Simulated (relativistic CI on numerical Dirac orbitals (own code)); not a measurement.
**What each ingredient does to the levels of Eu XLIV**

Base calculation: Dirac-Coulomb-Breit CI, orbitals from a KLI potential per configuration, model QED, unscaled Slater integrals.

Configuration list (outside the closed core [Ne]): 3s2.3p6.3d2, 3s2.3p5.3d3, 3s.3p6.3d3, 3s2.3p6.3d.4s, 3s2.3p6.3d.4p, 3s2.3p6.3d.4d, 3s2.3p5.3d2.4s, 3s2.3p6.3d.4f, 3s2.3p5.3d2.4p, 3s2.3p5.3d2.4d, 3p6.3d4, 3p5.3d5, 3p5.3d4.4s, 3p6.3d3.4s, 3p5.3d3.4s2. Double excitations out of closed p, d and f shells are left out; levels of such configurations are missing from the list, as are those of other unlisted configurations, and high levels can miss mixing partners. These lack a partner that the ground configuration has and come out too high: 3s2.3p5.3d2.4p, 3s2.3p5.3d2.4d.

The lowest level and the first level of each name with at least 55 % of one term (blank where a level has no safe partner in the second run):

```tsv
Level	Base (cm⁻¹)	Shift (cm⁻¹)
3s2.3p6.3d2 3F_2	0	0
3s2.3p6.3d2 3P_0	149281	-26
3s2.3p6.3d2 3F_3	260347	-758
3s2.3p6.3d2 1G_4	348657	-796
3s2.3p6.3d2 3P_1	360718	-740
3s2.3p6.3d2 3F_4	581052	-1480
3s2.3p6.3d2 1S_0	803467	-1463
3s2.3p5.3d3 5D°_0	1812353	+2862
3s2.3p5.3d3 3P°_1	2363233	+1518
3s2.3p5.3d3 3I°_7	2365107	+1469
```

At this charge energies of transitions that change n are usually good to better than 1 %, and those within a shell (Δn = 0) to a few per cent.

(1) One thing was changed in a second run, which moved the levels as shown. Which?
A. configuration mixing switched off
B. QED terms removed
C. Breit term removed

Results:

(1) B. QED terms removed. QED shifts follow the density of s (and p1/2) electrons at the nucleus, so configurations move by their count of such electrons; where none moves, the smaller shifts of p3/2 electrons and of j = l + 1/2 against j = l − 1/2 set the pattern.

LS names give the leading component of a level, which can be under half, so a name can repeat, a term be missing and a line seem to break the LS rules.
